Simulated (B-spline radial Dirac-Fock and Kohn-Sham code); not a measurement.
**Electron momentum distribution of Tm¹²⁺: Compton profiles**

System: the Tm¹²⁺ ion, 1s2 2s2 2p6 3s2 3p6 3d10 4s2 4p6 4d10 4f9 5s2.

Calculated with a radial B-spline solver, using the impulse approximation on Dirac-Fock orbitals of the configuration average with a finite nucleus. pz is in atomic units of momentum; subshell profiles are per electron, for a selection of subshells; open shells are spread over both j values by their weights.

```
  pz  J total  J 2p3/2  J 3p1/2  J 3d5/2   J 5s1/2
   0    4.625   0.0211   0.0515   0.0362     0.381
0.13    4.614   0.0211   0.0515   0.0362     0.376
0.18    4.604   0.0211   0.0515   0.0362     0.372
0.24    4.588   0.0211   0.0515   0.0362     0.365
0.32    4.561   0.0211   0.0515   0.0362     0.352
0.43    4.513   0.0211   0.0515   0.0362     0.331
0.58    4.430   0.0211   0.0515   0.0362     0.295
0.77    4.309   0.0211   0.0515   0.0362     0.244
   1    4.153   0.0211   0.0515   0.0362     0.181
 1.4    3.907   0.0211   0.0515   0.0362    0.0952
 1.9    3.674   0.0211   0.0513   0.0362    0.0467
 2.5    3.422   0.0211   0.0509   0.0362    0.0388
 3.3    2.982   0.0211   0.0499   0.0361    0.0329
 4.5    2.216   0.0211   0.0467   0.0358    0.0115
   6    1.493   0.0209   0.0400   0.0346   0.00415
   8   0.9734   0.0204   0.0284   0.0312   0.00353
  11   0.5976   0.0191   0.0130   0.0232  0.000981
  14   0.3911   0.0170  0.00499   0.0149  0.000367
  19   0.2087   0.0127  0.00194  0.00595  0.000302
  26  0.09914  0.00720  0.00178  0.00147  8.52e-05
```

J(0) = 4.625. The 5s1/2 subshell gives the largest part, 16 %.

Mean momentum ⟨p⟩ by subshell (a.u.): 1s1/2 69.6, 2s1/2 24.8, 2p1/2 32.9, 2p3/2 29.6, 3s1/2 12.5, 3p1/2 14.9, 3p3/2 14.0, 3d3/2 16.8, 3d5/2 16.4, 4s1/2 6.39, 4p1/2 7.14, 4p3/2 6.75, 4d3/2 7.40, 4d5/2 7.26, 4f5/2 7.31, 4f7/2 7.25, 5s1/2 3.08.
